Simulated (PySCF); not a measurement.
Species: C₆H₉NO.
Cartesian coordinates in Å at the GFN2-xTB level; atoms count from 1:
```xyz
17
C6H9NO angstrom
C      2.781   -0.273   -0.251
C      1.333   -0.348    0.201
O      0.812    0.966    0.253
C     -0.513    1.025    0.719
C     -1.502    0.485   -0.271
C     -2.546   -0.282    0.042
C     -2.825   -0.702    1.358
N     -3.063   -1.066    2.420
H      2.839    0.187   -1.233
H      3.353    0.332    0.447
H      3.209   -1.270   -0.295
H      1.263   -0.813    1.197
H      0.745   -0.963   -0.499
H     -0.614    0.506    1.685
H     -0.715    2.092    0.873
H     -1.320    0.766   -1.299
H     -3.245   -0.630   -0.707
```

The calculation used PBE0/def2-SVPD in PySCF (dipole) on a GFN2-xTB geometry, gas phase.

Masses are those of the commonest isotopes; rigid-rotor values at the optimised geometry. The values belong to one conformer with, in the numbering `[CH3:1][CH2:2][O:3][CH2:4]/[CH:5]=[CH:6]\[C:7]#[N:8]`, C1–C2–O3–C4 -177°, C2–O3–C4–C5 -71°, O3–C4–C5–C6 139°.

Give the principal moments of inertia and the rotational constants in GHz.

Ia = 112.64, Ib = 550.08, Ic = 585.20 u·Å²; 505379 MHz·u·Å²/I gives 4487, 918.7 and 863.6 MHz, that is A = 4.4868, B = 0.9187, C = 0.8636 GHz.

What kind of rotor is it?

A near-prolate asymmetric top. Ray's parameter κ = (2B − A − C)/(A − C) = -0.970; −1 is the prolate and +1 the oblate limit.

What does the inertial defect say?

Not planar: Δ = Ic − Ia − Ib = -77.52 u·Å². For a rigid frame Δ = −2 Σ m c², so Σ m c² = 38.76 u·Å² lies off the ab plane: 11.22 from hydrogen and 27.54 from heavier atoms. The atom farthest from that plane is 1.72 Å away.

List the rotational levels J(Ka,Kc) to J = 5 (cm⁻¹).

Above 0(0,0):
J = 1: 1(0,1) 0.0595, 1(1,1) 0.1785, 1(1,0) 0.1803
J = 2: 2(0,2) 0.1783, 2(1,2) 0.2955, 2(1,1) 0.3011, 2(2,1) 0.6581, 2(2,0) 0.6581
J = 3: 3(0,3) 0.3566, 3(1,3) 0.4711, 3(1,2) 0.4822, 3(2,2) 0.8365, 3(2,1) 0.8366, 3(3,1) 1.4362, 3(3,0) 1.4362
J = 4: 4(0,4) 0.5942, 4(1,4) 0.7052, 4(1,3) 0.7236, 4(2,3) 1.0743, 4(2,2) 1.0746, 4(3,2) 1.6740, 4(3,1) 1.6740, 4(4,1) 2.5135, 4(4,0) 2.5135
J = 5: 5(0,5) 0.8910, 5(1,5) 0.9978, 5(1,4) 1.0254, 5(2,4) 1.3715, 5(2,3) 1.3722, 5(3,3) 1.9714, 5(3,2) 1.9714, 5(4,2) 2.8109, 5(4,1) 2.8109, 5(5,1) 3.8902, 5(5,0) 3.8902
The levels of one J sum to (2J + 1)J(J + 1)(A + B + C)/3.

Predict some low-J microwave lines.

The dipole components are |μa| = 1.93 D, |μb| = 2.12 D, |μc| = 1.72 D. Intensities carry the squares of the components, which stand as 0.83 : 1.00 : 0.66 (a : b : c). Some lines, for components of 0.1 D or more:

| type | branch | J(Ka,Kc) | MHz | lower level (cm⁻¹) |
| --- | --- | --- | --- | --- |
| a | Q | 3(1,2) ← 3(1,3) | 331 | 0.471 |
| a | R | 2(1,2) ← 1(1,1) | 3510 | 0.178 |
| a | R | 2(1,1) ← 1(1,0) | 3620 | 0.180 |
| a | R | 4(3,2) ← 3(3,1) | 7131 | 1.436 |
| c | R | 2(1,1) ← 1(0,1) | 7243 | 0.059 |
| a | R | 5(1,5) ← 4(1,4) | 8771 | 0.705 |
| a | R | 5(4,1) ← 4(4,0) | 8913 | 2.514 |
| a | R | 5(3,2) ← 4(3,1) | 8914 | 1.674 |
| b | Q | 3(2,2) ← 3(1,3) | 10953 | 0.471 |
| b | Q | 5(2,4) ← 5(1,5) | 11203 | 0.998 |
| c | R | 5(1,4) ← 4(0,4) | 12926 | 0.594 |
| b | R | 2(2,0) ← 1(1,1) | 14380 | 0.178 |
| c | R | 3(2,1) ← 2(1,1) | 16054 | 0.301 |
| c | R | 4(2,2) ← 3(1,2) | 17760 | 0.482 |
| c | Q | 3(3,1) ← 3(2,1) | 17975 | 0.837 |
| b | R | 5(2,4) ← 4(1,3) | 19423 | 0.724 |
| c | R | 5(2,4) ← 4(1,4) | 19974 | 0.705 |
| b | R | 4(3,1) ← 3(2,2) | 25109 | 0.836 |
| c | Q | 4(4,1) ← 4(3,1) | 25168 | 1.674 |
| c | R | 5(4,2) ← 4(3,2) | 34081 | 1.674 |

Estimate the classical rotational partition function at 25 K, 50 K and 100 K.

Point group C1, symmetry number σ = 1; q = (√π/σ)·√((kT/h)³/(ABC)), k/h = 20836.6 MHz/K: 11200 at 25 K, 31600 at 50 K, 89400 at 100 K.

GFN2-xTB frequencies: not computed here. These are rigid-rotor constants of the computed structure; measured ground-state constants (B0) also hold zero-point vibration. A rigid rotor knows nothing of internal rotation, which can split or shift real lines. Quadrupole hyperfine structure (14N) is left out.
